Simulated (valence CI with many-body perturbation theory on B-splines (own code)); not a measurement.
The 6-electron sequence from Ga25+ to Rh39+

Method: relativistic CI+MBPT: four valence electrons over a frozen Dirac-Fock core [He], radial functions for each j: 11 s, 11 p, 9 d, 7 f, 5 g, 2 h, 1 i, with the one-electron correlation potential Σ1, the two-electron term Σ2, the three-electron term Σ3, Breit, model QED; selected CI, second order for the rest (own B-spline code, finite nucleus). Basis and details of the method differ along the sequence, and some ions are missing.

Excitation energies in eV above the lowest level of each ion. Labels name the leading LS component, so a column can jump where levels mix; a blank means that no level of the computed list carries the label, and where several do, the lowest of them is shown. The ionisation energies from NIST are mostly theoretical or semi-empirical. By estimate, excited configurations hold to about 0.1 % in light ions and 0.5 % in heavy ones, terms of the ground configuration to 0.5 to 2 %, and small fine-structure intervals to 10 cm⁻¹ or more; near the neutral end and where shells cross, configurations can be misplaced by 0.1 to 0.6 eV.

| Ion | Lowest level | IE (eV) | IE, NIST (eV) | 2s 2p3 5S°_2 | 2s 2p3 3D°_1 | 2s 2p3 3D°_2 | 2s 2p3 3P°_1 | 2s 2p3 1D°_2 | 2s 2p3 3S°_1 | 2s 2p3 3P°_2 |
| --- | --- | --- | --- | --- | --- | --- | --- | --- | --- | --- |
| Ga25+ | 2s2 2p2 3P_0 | 2547.7 | 2543.9 ± 2 | 95.41 | 136.2 | 139.4 | 168.6 | 202.8 | 189.4 | 173.7 |
| Ge26+ | 2s2 2p2 3P_0 | 2741.4 | 2737.1 ± 2.3 | 104.2 | 145.7 | 150.3 | 182.1 | 219.1 | 202.7 | 187.9 |
| As27+ | 2s2 2p2 3P_0 | 2942.4 | 2938 ± 3 | 113.6 | 155.8 | 162.2 | 196.8 | 237.0 | 216.9 | 203.2 |
| Se28+ | 2s2 2p2 3P_0 | 3150.9 | 3146 ± 3 | 123.6 | 166.5 | 175.3 | 212.6 | 219.6 | 232.3 |  |
| Br29+ | 2s2 2p2 3P_0 | 3366.8 | 3361 ± 3 | 134.3 | 177.8 | 189.5 | 229.6 | 237.1 | 248.9 |  |
| Kr30+ | 2s2 2p2 3P_0 | 3590.4 | 3584 ± 4 | 145.7 | 189.8 | 205.0 | 248.0 | 255.9 | 266.8 |  |
| Rb31+ | 2s2 2p2 3P_0 | 3821.5 | 3815 ± 4 | 157.7 | 202.5 | 222.0 | 267.7 | 276.1 | 286.0 |  |
| Sr32+ | 2s2 2p2 3P_0 | 4060.2 | 4053 ± 4 | 170.5 | 215.9 | 240.4 | 289.0 | 297.6 | 306.8 | 354.6 |
| Zr34+ | 2s2 2p2 3P_0 | 4560.9 | 4553 ± 5 | 198.5 | 245.3 | 282.3 | 336.3 | 345.5 | 353.3 | 417.4 |
| Nb35+ | 2s2 2p2 3P_0 | 4822.9 | 4815 ± 5 | 213.7 | 261.3 | 306.0 | 362.6 | 372.0 | 379.1 | 452.8 |
| Mo36+ | 2s2 2p2 3P_0 | 5092.8 | 5084 ± 6 | 229.8 | 278.2 | 331.6 | 406.9 | 400.3 |  | 491.0 |
| Tc37+ | 2s2 2p2 3P_0 | 5370.7 | 5361 ± 6 | 246.9 | 296.2 | 359.2 | 436.8 | 430.6 |  | 532.3 |
| Ru38+ | 2s2 2p2 3P_0 | 5656.5 | 5647 ± 6 | 265.0 | 315.2 | 389.1 | 468.7 | 463.0 |  | 576.8 |
| Rh39+ | 2s2 2p2 3P_0 | 5950.5 | 5940 ± 7 | 284.2 | 335.3 | 421.2 | 503.0 | 497.6 |  | 624.6 |

(1) Does the computed ground configuration or its J change in this range?

Shares of the ionisation energy in eV, for some of the ions:

```json
{"Ion": "Ga25+", "Σ1": "0.322", "Σ2": "-0.0300", "Σ3": "-0.0727", "Breit": "-1.98", "QED": "0.0706"}
{"Ion": "As27+", "Σ1": "0.332", "Σ2": "-0.0333", "Σ3": "-0.0740", "Breit": "-2.47", "QED": "0.0862"}
{"Ion": "Br29+", "Σ1": "0.337", "Σ2": "-0.0358", "Σ3": "-0.0754", "Breit": "-3.04", "QED": "0.103"}
{"Ion": "Rb31+", "Σ1": "0.347", "Σ2": "-0.0379", "Σ3": "-0.0768", "Breit": "-3.69", "QED": "0.121"}
{"Ion": "Zr34+", "Σ1": "0.361", "Σ2": "-0.0410", "Σ3": "-0.0793", "Breit": "-4.82", "QED": "0.150"}
{"Ion": "Mo36+", "Σ1": "0.365", "Σ2": "-0.0420", "Σ3": "-0.0811", "Breit": "-5.70", "QED": "0.169"}
{"Ion": "Ru38+", "Σ1": "0.375", "Σ2": "-0.0434", "Σ3": "-0.0831", "Breit": "-6.68", "QED": "0.188"}
```

## Answers

(1) No, it stays 2s2 2p2 with J = 0; its leading component is 84 % 3P at the start and 73 % 3P at the end, where the leading jj configuration holds 99 %.
